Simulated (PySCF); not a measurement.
The vertical singlet excitations below were computed for one of the candidates. Theory: TDDFT CAM-B3LYP/def2-SVPD, vertical, gas phase, core orbitals frozen in the response in PySCF. Geometries: GFN2-xTB, one conformer each.

```csv
state,E (eV),f,"main configurations (H = HOMO, L = LUMO)"
S1,7.45,0.0017,"H→L (65%), H→L+1 (13%)"
S2,7.49,0.0013,"H-1→L (63%), H-1→L+1 (14%)"
S3,8.49,0.047,"H→L+1 (70%), H→L (10%)"
S4,8.57,0.035,"H-1→L+1 (65%), H-1→L (11%)"
S5,8.95,0.0037,H→L+2 (86%)
S6,9.07,0.066,H-1→L+2 (76%)
S7,9.24,0.0011,H-2→L (72%)
S8,9.26,0.020,"H→L+3 (51%), H-3→L (27%)"
```

Task: Which candidate is it?
A. `FC([SiH3])([SiH3])[SiH3]`
B. `[SiH3][Si]([SiH3])(F)C`
C. `C[C@H](Cl)[C@@H](C)F`
D. `CC(C)(F)C(=O)Cl`

Result: C. Its S1, at 7.45 eV, is the highest among the candidates; the nearest of the others has S1 at 6.92 eV. S1 is HOMO→LUMO (65%), HOMO→LUMO+1 (13%). Löwdin shares by element: HOMO chlorine 67%, carbon 21% or more; LUMO chlorine 42%, carbon 30% or more (atoms not listed hold the other 28%). At the same level the other candidates give, for their lowest levels:
- `FC([SiH3])([SiH3])[SiH3]`: 6.92 eV (f 0.043 summed over 2 states); 7.53 eV (f 0.052 summed over 2 states); 7.85 eV (f 0.000); 7.99 eV (f 0.013); 8.05 eV (f 0.088 summed over 2 states); T1 6.36 eV; HOMO -9.68, LUMO 0.81 eV
- `C[Si](F)([SiH3])[SiH3]`: 6.11 eV (f 0.094); 6.63 eV (f 0.012); 6.64 eV (f 0.135); 7.40 eV (f 0.082); 7.61 eV (f 0.024); T1 5.27 eV; HOMO -9.32, LUMO 0.11 eV
- `CC(C)(F)C(=O)Cl`: 4.99 eV (f 0.001); 6.48 eV (f 0.001); 7.02 eV (f 0.022); 7.81 eV (f 0.046); 8.11 eV (f 0.048); T1 4.47 eV; HOMO -10.07, LUMO -0.30 eV

Shape of the structure used: `[CH3:1][C@H:2]([Cl:3])[C@@H:4]([CH3:5])[F:6]`: C1–C2–C4–C5 -177°.
Triplets come from the Tamm–Dancoff approximation.
